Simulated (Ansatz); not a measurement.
`Cl[SiH]1BC1`, charge 0, multiplicity 1.

Give a relaxed structure at PBE0-D4/def2-TZVP (Ansatz 0.2.0). (An estimate is asked.)

Computed: 
Z-matrix (Å, degrees):
```
Si
B 1 1.884
C 1 2.036 2 44.2
Cl 1 2.050 2 123.6 3 -110.0
H 1 1.476 2 129.1 3 64.1
H 2 1.185 1 138.7 3 135.1
H 3 1.096 1 82.1 2 136.4
H 3 1.089 1 144.0 2 -110.3
```
